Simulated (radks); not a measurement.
Spin polarisation of the 3d8 shell in the copper ion Cu3+. Start: [Ar] 3d(up 4, down 4); electrons of 3d are moved from spin down to spin up, other shells keep equal spins. Method: non-relativistic Kohn-Sham, LDA (Slater exchange, Perdew-Wang correlation), spin-polarised, spherical densities, point nucleus; computed with a radial shooting solver on a logarithmic mesh with Libxc functionals.

| moment (Bohr magnetons) | E - E(0) (eV) | e(3d up) (eV) | e(3d down) (eV) | 3p down minus up (eV) |
|---|---|---|---|---|
| 0 | 0.000 | -49.571 | -49.571 | 0.000 |
| 0.5 | -0.069 | -49.841 | -49.287 | 0.583 |
| 1 | -0.277 | -50.098 | -48.990 | 1.167 |
| 1.5 | -0.623 | -50.342 | -48.679 | 1.751 |
| 2 | -1.108 | -50.572 | -48.355 | 2.337 |

At moment 2 the spin-polarisation energy is -1.108 eV and the 3d exchange splitting 2.217 eV, that is 1.109 eV per Bohr magneton; E = -I m^2/4 would give I = 1.108 eV.
